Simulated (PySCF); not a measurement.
Isomers of C5H8N2OSi.

All values: PBE0/pcSseg-1 (PySCF) at GFN2-xTB geometries, gas phase, one conformer each.

Question: Rank by HOMO–LUMO gap, lowest first.
A. `[CH2:1]=[N:2][CH2:3][c:4]1[cH:5][n:6][o:7][c:8]1[SiH3:9]` with C1–N2–C3–C4 130°, N2–C3–C4–C5 -162°
B. `[CH2:1]=[CH:2][C@@H:3]([N:4]=[CH2:5])[O:6][SiH2:7][C:8]#[N:9]` with C1–C2–C3–N4 115°, C2–C3–N4–C5 -106°, C2–C3–O6–Si7 -102°, C3–O6–Si7–C8 -64°
C. `[CH2:1]=[CH:2][c:3]1[cH:4][c:5]([O:6][SiH3:7])[n:8][nH:9]1` with C1–C2–C3–C4 0°, C4–C5–O6–Si7 180°
D. `[CH3:1][CH2:2]/[C:3]([C:4]#[N:5])=[N:6]\[SiH2:7][CH:8]=[O:9]` with C1–C2–C3–C4 -67°, C3–N6–Si7–C8 -118°, N6–Si7–C8–O9 146°
E. `[NH2:1][C:2](=[O:3])[SiH2:4][n:5]1[cH:6][cH:7][cH:8][cH:9]1` with H–N1–C2–O3 -1° and -177°, N1–C2–Si4–N5 -25°, C2–Si4–N5–C6 -43°
F. `[SiH3:1][c:2]1[n:3][n:4][c:5]([CH:6]2[CH2:7][CH2:8]2)[o:9]1` with N4–C5–C6–C7 141°

Answer: D (4.62 eV), C (5.56 eV), E (6.09 eV), A (6.40 eV), B (6.56 eV), F (6.73 eV).

Question: Rank by the lowest IAO charge on any atom, lowest value first.
A. `[H]/[N:1]=[C:2](\[CH2:3][C:4]#[C:5][SiH3:6])[C:7]([NH2:8])=[O:9]` with N1–C2–C3–C4 0°, N1–C2–C7–N8 1°, C2–C7–N8–H 180° and 0°
B. `[CH2:1]=[N:2][CH2:3][c:4]1[cH:5][n:6][o:7][c:8]1[SiH3:9]` with C1–N2–C3–C4 130°, N2–C3–C4–C5 -162°
C. `[N:1]#[C:2][C@H:3]1[CH2:4][Si@@H:5]([NH:6][CH:7]=[O:8])[CH2:9]1` with C4–Si5–N6–C7 166°, Si5–N6–C7–O8 -1°, C2–C3–C4–Si5 135°, C3–C4–Si5–N6 -128°, C4–Si5–C9–C3 11°, C2–C3–C9–Si5 -135°
D. `[CH3:1]/[C:2]([CH2:3][C:4]#[N:5])=[N:6]\[SiH2:7][CH:8]=[O:9]` with C1–C2–C3–C4 59°, C2–N6–Si7–C8 75°, N6–Si7–C8–O9 -28°
E. `[CH2:1]=[CH:2][C@@H:3]([N:4]=[CH2:5])[O:6][SiH2:7][C:8]#[N:9]` with C1–C2–C3–N4 115°, C2–C3–N4–C5 -106°, C2–C3–O6–Si7 -102°, C3–O6–Si7–C8 -64°
F. `[N:1]#[C:2][C@H:3]1[CH2:4][Si@H:5]([C:6]([NH2:7])=[O:8])[CH2:9]1` with C4–Si5–C6–N7 136°, Si5–C6–N7–H 180° and 0°, C2–C3–C4–Si5 106°, C3–C4–Si5–C6 122°, C4–Si5–C9–C3 -9°, C2–C3–C9–Si5 -105°

Answer: E (-0.629 e), C (-0.596 e), D (-0.564 e), F (-0.532 e), A (-0.502 e), B (-0.236 e).

Question: Rank by the highest IAO charge on any atom, lowest value first.
A. `[SiH3:1][c:2]1[n:3][n:4][c:5]([CH:6]2[CH2:7][CH2:8]2)[o:9]1` with N4–C5–C6–C7 141°
B. `[CH2:1]=[CH:2][c:3]1[cH:4][c:5]([O:6][SiH3:7])[n:8][nH:9]1` with C1–C2–C3–C4 0°, C4–C5–O6–Si7 180°
C. `[N:1]#[C:2][C@H:3]1[CH2:4][Si@@H:5]([NH:6][CH:7]=[O:8])[CH2:9]1` with C4–Si5–N6–C7 166°, Si5–N6–C7–O8 -1°, C2–C3–C4–Si5 135°, C3–C4–Si5–N6 -128°, C4–Si5–C9–C3 11°, C2–C3–C9–Si5 -135°
D. `[CH2:1]=[CH:2][C@@H:3]([N:4]=[CH2:5])[O:6][SiH2:7][C:8]#[N:9]` with C1–C2–C3–N4 115°, C2–C3–N4–C5 -106°, C2–C3–O6–Si7 -102°, C3–O6–Si7–C8 -64°
E. `[CH2:1]=[C:2]([C:3]#[N:4])[CH2:5][SiH2:6][NH:7][CH:8]=[O:9]` with C1–C2–C5–Si6 101°, C2–C5–Si6–N7 -54°, C5–Si6–N7–C8 -178°, Si6–N7–C8–O9 1°
F. `[CH3:1]/[C:2]([CH2:3][C:4]#[N:5])=[N:6]\[SiH2:7][CH:8]=[O:9]` with C1–C2–C3–C4 59°, C2–N6–Si7–C8 75°, N6–Si7–C8–O9 -28°

Answer: A (+0.628 e), F (+0.834 e), B (+0.869 e), E (+0.902 e), D (+0.991 e), C (+1.027 e).

All values together:

```csv
SMILES,μ (D),HOMO (eV),LUMO (eV),lowest IAO charge (e),highest IAO charge (e),lowest Hirshfeld charge (e),highest Hirshfeld charge (e)
C=NCc1cnoc1[SiH3],5.00,-7.34,-0.93,-0.236 (N),+0.619 (Si),-0.117 (N),+0.290 (Si)
C=C(C#N)C[SiH2]NC=O,5.34,-7.88,-1.69,-0.612 (N),+0.902 (Si),-0.259 (O),+0.384 (Si)
C=C[C@@H](N=C)O[SiH2]C#N,3.91,-7.96,-1.40,-0.629 (O),+0.991 (Si),-0.217 (O),+0.424 (Si)
[H]/N=C(\CC#C[SiH3])C(N)=O,2.11,-7.49,-1.47,-0.502 (O),+0.635 (Si),-0.290 (O),+0.340 (Si)
C=Cc1cc(O[SiH3])n[nH]1,2.23,-6.56,-1.00,-0.578 (O),+0.869 (Si),-0.195 (O),+0.382 (Si)
N#C[C@H]1C[Si@@H](NC=O)C1,4.47,-8.18,-0.36,-0.596 (N),+1.027 (Si),-0.243 (O),+0.403 (Si)
[SiH3]c1nnc(C2CC2)o1,3.72,-7.46,-0.73,-0.283 (C),+0.628 (Si),-0.161 (N),+0.335 (Si)
C/C(CC#N)=N\[SiH2]C=O,3.19,-7.15,-1.70,-0.564 (N),+0.834 (Si),-0.246 (N),+0.366 (Si)
CC/C(C#N)=N\[SiH2]C=O,3.34,-7.13,-2.51,-0.519 (N),+0.835 (Si),-0.218 (N),+0.371 (Si)
N#C[C@H]1C[Si@H](C(N)=O)C1,4.46,-7.37,-1.03,-0.532 (C),+0.827 (Si),-0.288 (O),+0.369 (Si)
NC(=O)[SiH2]n1cccc1,2.48,-6.55,-0.45,-0.495 (N),+0.841 (Si),-0.292 (O),+0.399 (Si)
```

Conformers: `[CH2:1]=[N:2][CH2:3][c:4]1[cH:5][n:6][o:7][c:8]1[SiH3:9]` with C1–N2–C3–C4 130°, N2–C3–C4–C5 -162°; `[CH2:1]=[C:2]([C:3]#[N:4])[CH2:5][SiH2:6][NH:7][CH:8]=[O:9]` with C1–C2–C5–Si6 101°, C2–C5–Si6–N7 -54°, C5–Si6–N7–C8 -178°, Si6–N7–C8–O9 1°; `[CH2:1]=[CH:2][C@@H:3]([N:4]=[CH2:5])[O:6][SiH2:7][C:8]#[N:9]` with C1–C2–C3–N4 115°, C2–C3–N4–C5 -106°, C2–C3–O6–Si7 -102°, C3–O6–Si7–C8 -64°; `[H]/[N:1]=[C:2](\[CH2:3][C:4]#[C:5][SiH3:6])[C:7]([NH2:8])=[O:9]` with N1–C2–C3–C4 0°, N1–C2–C7–N8 1°, C2–C7–N8–H 180° and 0°; `[CH2:1]=[CH:2][c:3]1[cH:4][c:5]([O:6][SiH3:7])[n:8][nH:9]1` with C1–C2–C3–C4 0°, C4–C5–O6–Si7 180°; `[N:1]#[C:2][C@H:3]1[CH2:4][Si@@H:5]([NH:6][CH:7]=[O:8])[CH2:9]1` with C4–Si5–N6–C7 166°, Si5–N6–C7–O8 -1°, C2–C3–C4–Si5 135°, C3–C4–Si5–N6 -128°, C4–Si5–C9–C3 11°, C2–C3–C9–Si5 -135°; `[SiH3:1][c:2]1[n:3][n:4][c:5]([CH:6]2[CH2:7][CH2:8]2)[o:9]1` with N4–C5–C6–C7 141°; `[CH3:1]/[C:2]([CH2:3][C:4]#[N:5])=[N:6]\[SiH2:7][CH:8]=[O:9]` with C1–C2–C3–C4 59°, C2–N6–Si7–C8 75°, N6–Si7–C8–O9 -28°; `[CH3:1][CH2:2]/[C:3]([C:4]#[N:5])=[N:6]\[SiH2:7][CH:8]=[O:9]` with C1–C2–C3–C4 -67°, C3–N6–Si7–C8 -118°, N6–Si7–C8–O9 146°; `[N:1]#[C:2][C@H:3]1[CH2:4][Si@H:5]([C:6]([NH2:7])=[O:8])[CH2:9]1` with C4–Si5–C6–N7 136°, Si5–C6–N7–H 180° and 0°, C2–C3–C4–Si5 106°, C3–C4–Si5–C6 122°, C4–Si5–C9–C3 -9°, C2–C3–C9–Si5 -105°; `[NH2:1][C:2](=[O:3])[SiH2:4][n:5]1[cH:6][cH:7][cH:8][cH:9]1` with H–N1–C2–O3 -1° and -177°, N1–C2–Si4–N5 -25°, C2–Si4–N5–C6 -43°.
